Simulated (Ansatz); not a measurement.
C3H9AlO can be A, `C[CH2][Al]([CH3])[OH]`, or B, `[CH3][Al]([CH3])[CH2]O`.

Isolated molecules relaxed with PBE0-D4/def2-TZVP in Ansatz; ΔE leaves out vibrations. CBS: MP2 limit from def2 TZ/QZ plus the TZ coupled-cluster correction, frozen cores. DFT in def2-TZVPP. Each species was taken in one conformer, which may not be the lowest.

Task: Which isomer does CCSD(T)/CBS put lower? Give the gap. (An estimate is asked.)

Result: The calculation gave: A, by 50.2 kcal/mol.

Task: Give E(B) − E(A) in kcal/mol with PBE-D4, MP2/def2-TZVPP, ωB97M-V, CCSD(T)/def2-SVP, HF/def2-TZVPP, BLYP-D4, r2SCAN-D4. (Best estimate.)

Result: The calculation gave: PBE-D4 46.4, MP2/def2-TZVPP 52.3, ωB97M-V 48.7, CCSD(T)/def2-SVP 51.2, HF/def2-TZVPP 50.9, BLYP-D4 47.7, r2SCAN-D4 49.0. None reverses the order clearly.

Task: Does the order hold for the free energy at 298.15 K (harmonic terms from PBE0-D4)? (Best estimate.)

Result: Computed: Yes: G(B) − G(A) = +48.1 kcal/mol, for one conformer each. Modes under 60 cm⁻¹, often nearly free rotors, make the harmonic entropy too high.

Largest T1 diagnostic: 0.011.

Leaving LDA and LC-ωPBE aside and taking each functional with its dispersion term where it has one, the values, not all of them listed here, spread over 3.9 kcal/mol, from revPBE-D4 to BHLYP-D4. From PBE to PBE0 (25 % exact exchange), in def2-TZVPP and without D4, E(B) − E(A) moves by +1.3 kcal/mol.
